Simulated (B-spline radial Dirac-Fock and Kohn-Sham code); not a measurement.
The computed values come from a radial atomic solver: Dirac-Hartree-Slater photoionisation with all multipoles and Dirac-Fock thresholds. Kinetic energies are from the vacuum level. Open shells are spread statistically over j, without multiplet splitting. Without correlation, outer binding energies are uncertain by a few eV, most for open f shells.

Q: A free atom or ion in its tabulated ground configuration is ionised with 2730 eV photons and gives these photoelectron lines. Identify it and assign the lines.

```
kinetic energy (eV)  relative cross section
             1183.2                    29.5
             1352.7                    40.5
             1448.9                    80.6
             1741.4                    70.6
             1761.5                   100.0
             2380.2                     7.8
             2445.6                     9.0
             2466.3                    17.3
             2575.6                    11.2
             2579.2                    15.8
             2655.1                     1.5
             2675.6                     1.4
             2678.8                     2.7
```

A: Pr³⁺, [Xe] 4f2. Binding energies are hν less the kinetic energy: 3s 1546.8 eV, 3p1/2 1377.3 eV, 3p3/2 1281.1 eV, 3d3/2 988.6 eV, 3d5/2 968.5 eV, 4s 349.8 eV, 4p1/2 284.4 eV, 4p3/2 263.7 eV, 4d3/2 154.4 eV, 4d5/2 150.8 eV, 5s 74.94 eV, 5p1/2 54.37 eV, 5p3/2 51.16 eV.

Q: A free atom or ion in its tabulated ground configuration is ionised with 2260 eV photons and gives these photoelectron lines. Identify it and assign the lines.

| kinetic energy (eV) | relative cross section |
| --- | --- |
| 1349.5 | 72.5 |
| 1470.7 | 52.1 |
| 1480.9 | 100.0 |
| 2050.8 | 11.9 |
| 2090.0 | 6.8 |
| 2091.5 | 13.0 |
| 2141.8 | 0.10 |
| 2142.0 | 0.15 |

A: Mn⁶⁺, [Ar] 3d1. Binding energies are hν less the kinetic energy: 2s 910.5 eV, 2p1/2 789.3 eV, 2p3/2 779.1 eV, 3s 209.2 eV, 3p1/2 170.0 eV, 3p3/2 168.5 eV, 3d3/2 118.2 eV, 3d5/2 118.0 eV.

Q: A free atom or ion in its tabulated ground configuration is ionised with 1100 eV photons and gives these photoelectron lines. Identify it and assign the lines.

| kinetic energy (eV) | relative cross section |
| --- | --- |
| 607.6 | 18.9 |
| 699.5 | 20.6 |
| 749.6 | 51.9 |
| 900.7 | 68.3 |
| 909.8 | 100.0 |
| 1036.8 | 3.5 |
| 1064.1 | 3.0 |
| 1070.2 | 6.7 |
| 1094.1 | 45.1 |
| 1094.9 | 0.24 |
| 1095.3 | 57.2 |

A: Yb, [Xe] 4f14 6s2. Binding energies are hν less the kinetic energy: 4s 492.4 eV, 4p1/2 400.5 eV, 4p3/2 350.4 eV, 4d3/2 199.3 eV, 4d5/2 190.2 eV, 5s 63.23 eV, 5p1/2 35.86 eV, 5p3/2 29.85 eV, 4f5/2 5.93 eV, 6s 5.14 eV, 4f7/2 4.68 eV.
